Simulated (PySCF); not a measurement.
# Spin-rotation constants: SMILES C(#CC#C)c1ccccc1, C₁₀H₆

Molfile (atoms numbered from 1):
```
C10H6
     RDKit          3D

 16 16  0  0  0  0  0  0  0  0999 V2000
    4.8402    1.5224   -0.1808 C   0  0  0  0  0  0  0  0  0  0  0  0
    3.6910    1.1615   -0.1339 C   0  0  0  0  0  0  0  0  0  0  0  0
    2.3990    0.7556   -0.0798 C   0  0  0  0  0  0  0  0  0  0  0  0
    1.2438    0.3930   -0.0301 C   0  0  0  0  0  0  0  0  0  0  0  0
   -0.0986   -0.0295    0.0266 C   0  0  0  0  0  0  0  0  0  0  0  0
   -1.1296    0.9101    0.0965 C   0  0  0  0  0  0  0  0  0  0  0  0
   -2.4437    0.4894    0.1509 C   0  0  0  0  0  0  0  0  0  0  0  0
   -2.7459   -0.8633    0.1347 C   0  0  0  0  0  0  0  0  0  0  0  0
   -1.7262   -1.7998    0.0665 C   0  0  0  0  0  0  0  0  0  0  0  0
   -0.4080   -1.3914    0.0135 C   0  0  0  0  0  0  0  0  0  0  0  0
    5.8395    1.8359   -0.2213 H   0  0  0  0  0  0  0  0  0  0  0  0
   -0.8876    1.9630    0.1073 H   0  0  0  0  0  0  0  0  0  0  0  0
   -3.2376    1.2200    0.2061 H   0  0  0  0  0  0  0  0  0  0  0  0
   -3.7751   -1.1874    0.1757 H   0  0  0  0  0  0  0  0  0  0  0  0
   -1.9604   -2.8543    0.0544 H   0  0  0  0  0  0  0  0  0  0  0  0
    0.3914   -2.1162   -0.0386 H   0  0  0  0  0  0  0  0  0  0  0  0
  1  2  3  0
  2  3  1  0
  3  4  3  0
  4  5  1  0
  5  6  2  0
  6  7  1  0
  7  8  2  0
  8  9  1  0
  9 10  2  0
 10  5  1  0
  1 11  1  0
  6 12  1  0
  7 13  1  0
  8 14  1  0
  9 15  1  0
 10 16  1  0
M  END
```

Computed, not measured: PySCF, GIAO BHandHLYP/pcSseg-1 magnetisability, rotational g tensor and spin-rotation constants, non-relativistic, gas phase. Geometry: GFN2-xTB.

Give the nuclear spin-rotation constants along the inertial axes (H = +C I·J) beside the isotropic shieldings.

Rotational constants 5.7468, 0.5803, 0.5271 GHz. A star marks the isotopologue with that one atom substituted, in its own axes.
```csv
atom,isotope,Caa (kHz),Cbb (kHz),Ccc (kHz),mean (kHz),σ (ppm)
H11,1H,0.101,-0.067,-0.061,-0.009,29.8
H12,1H,-0.280,0.037,-0.053,-0.099,24.0
H13,1H,-0.297,0.034,-0.052,-0.105,24.3
H14,1H,0.654,-0.061,-0.052,0.180,24.3
H15,1H,-0.298,0.034,-0.052,-0.105,24.3
H16,1H,-0.279,0.037,-0.053,-0.098,24.0
C1,13C*,0.326,0.185,0.172,0.228,105.7
C2,13C*,-0.078,0.198,0.179,0.100,114.6
C3,13C*,0.664,0.174,0.169,0.336,100.8
C4,13C*,-0.264,0.211,0.199,0.049,110.0
C5,13C*,2.831,0.195,0.055,1.027,58.2
C6,13C*,2.338,0.274,0.061,0.891,43.2
C7,13C*,2.241,0.271,0.054,0.855,50.7
C8,13C*,2.927,0.209,0.054,1.063,48.9
```
For the geometry as given, no vibrational averaging.
